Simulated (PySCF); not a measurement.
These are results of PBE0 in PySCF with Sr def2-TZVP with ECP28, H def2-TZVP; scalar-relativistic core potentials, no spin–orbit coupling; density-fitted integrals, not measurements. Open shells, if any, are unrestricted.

**Question.** What shape and geometry does isolated singlet SrH₂ take (every ligand bound to Sr)?

**Answer.** Counting electrons, strontium keeps none of its valence electrons outside its bonds, so the VSEPR class is AX2 and the expected shape is linear (D∞h). The calculation gives C2v instead. Heavy alkaline-earth centres are the known exception: their polarisable core and low (n−1)d orbitals favour bending; the Mulliken d population here is 0.46. The lowest minimum found is a singlet of C2v symmetry with Sr–H 2.159 Å (×2); H–Sr–H 124.3°. Its harmonic wavenumbers are 345 (a1), 1165 (b2), 1227 (a1) cm⁻¹ and its dipole moment is 6.22 D.

Other isomers or separated fragments may lie lower.
